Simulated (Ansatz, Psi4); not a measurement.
Species: C₅H₁₁O (charge 0, doublet). SMILES: [CH2]C(C)CCO
Geometry: optimised at B3LYP-D3(BJ)/def2-TZVP (Ansatz, an electronic-structure program).

Quantity: enthalpy of formation at 298 K, in kcal/mol. Terms: 6-31G* and kin with 6d, 5d where marked; LANL2DZ all-electron up to Ne; spin-orbit terms left out; non-relativistic; no dispersion term unless named; 6-311+G** with 5d; valence correlation only; open shells spin-unrestricted. CBS(X,Y): correlation extrapolated as X^-3; Hartree-Fock from the larger set. The bracket is a focal-point correction in the basis named. First-principles rows: single points at B3LYP-D3(BJ) geometries (Ansatz), with unscaled harmonic terms from B3LYP/6-31G* (Ansatz) at its own minima, enthalpies of formation by atomisation with measured atoms.

Coupled cluster (Ansatz) is a level with limits of its own, used here on species with T1 under 0.025 (0.045 for open shells) and stable references: RI-MP2/CBS(cc-pVTZ,cc-pVQZ)+[CCSD(T)-MP2]/cc-pVTZ.

Value to compare with, RI-MP2/CBS(cc-pVTZ,cc-pVQZ)+[CCSD(T)-MP2]/cc-pVTZ (Ansatz): -20.8 kcal/mol.

```tsv
level	program	enthalpy of formation at 298 K (kcal/mol)	difference
HF/6-31G*	Ansatz	386.7	407.5
HF/6-311+G**	Ansatz	387.8	408.6
PBE/3-21G	Ansatz	-32.0	-11.2
BLYP/6-31G*	Ansatz	1.2	22.0
B3LYP/STO-3G	Ansatz	-277.5	-256.7
B3LYP/LANL2DZ	Ansatz	37.4	58.2
B3LYP/6-31G*	Ansatz	-8.3	12.5
B3LYP/6-31+G*	Ansatz	1.7	22.5
B3LYP/cc-pVDZ	Ansatz	12.6	33.4
PBE0/6-31G*	Ansatz	-24.9	-4.1
wB97X-D/6-31G*	Psi4	-19.8	1.0
MP2/STO-3G	Ansatz	-16.1	4.7
MP2/6-31G*	Ansatz	102.8	123.6
r2SCAN-D4/def2-TZVPD	Ansatz + dftd4	-25.1	-4.3
wB97M-V/def2-TZVPD	Ansatz	-21.3	-0.5
wB97X-V/def2-TZVPD	Ansatz	-20.2	0.6
```

Among the 13 habitual levels, HF/6-311+G** lies farthest from RI-MP2/CBS(cc-pVTZ,cc-pVQZ)+[CCSD(T)-MP2]/cc-pVTZ (Ansatz) (408.6 kcal/mol) and wB97X-D/6-31G* nearest (1.0); 10 of 13 lie above it, and their mean absolute difference is 105.1 kcal/mol, the median 22.5. One case shows no general order.

The levels are drawn from those run, B3LYP/6-31G* more often than the rest, none by its result; left out are runs that failed, that the program found above a lower state of the same kind, or whose <S^2> lies over 0.5 above the pure value.
